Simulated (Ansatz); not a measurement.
`BSB` + `CN[SiH2][SiH3]` → `BN(C)[SiH2][SiH3]` + `BS` at 400 K and 1 bar (ligand exchange at a B–S bond).

Computed with Ansatz on PBE0-D4/def2-TZVP structures; ΔE is electronic, products minus reactants. CCSD(T)/CBS adds triple-zeta CCSD(T) − MP2 to the extrapolated MP2 energy (def2 sets, frozen cores). This one scheme is used for every species. One conformer a species, not always the lowest.

```tsv
species	CCSD(T)/CBS energy (Eh)	H − E (kJ/mol)	S (J/(mol·K))
`BSB`	-449.77944	136.4	296.3
`CN[SiH2][SiH3]`	-676.32808	289.2	404.8
`BN(C)[SiH2][SiH3]`	-701.75815	326.7	421.8
`BS`	-424.38198	95.9	260.4
```

H − E and S are ideal-gas, rigid-rotor, harmonic terms from PBE0-D4/def2-TZVP, for one conformer and one mirror image of each species. 1 Eh = 2625.50 kJ/mol, R = 8.31446 J/(mol·K).

Problem. By hand: ΔE, ΔH, ΔS and ΔG.

Solution. ΔE = (-701.75815) + (-424.38198) − (-449.77944) − (-676.32808) = -0.03261 Eh = -85.6 kJ/mol. Δ(H − E) = 326.7 + 95.9 − 136.4 − 289.2 = -3.0, so ΔH = -88.6 kJ/mol. ΔS = 421.8 + 260.4 − 296.3 − 404.8 = -18.9 J/(mol·K). ΔG = -88.6 − 400 × (-18.9)/1000 = -81.0 kJ/mol.

Problem. By hand: the equilibrium constant, and the temperature at which ΔG would vanish if ΔH and ΔS stayed fixed.

Solution. log₁₀ K = −ΔG/(RT ln 10) = 10.6. ΔG = 0 at ΔH/ΔS = 4688 K, far beyond where these terms or the molecules hold.

ΔH outweighs TΔS. A doubt of 5 kJ/mol in ΔE shifts log₁₀ K by 0.7 here. Other conformers and mirror images would add mixing entropy, several J/(mol·K) or more a flexible species. Modes under 60 cm⁻¹, often nearly free rotors, make the harmonic entropy too high. These are equilibria of isolated gas molecules and say nothing of rates. Largest T1 diagnostic: 0.015 (customary marks: 0.02 for closed shells, 0.045 for open ones).
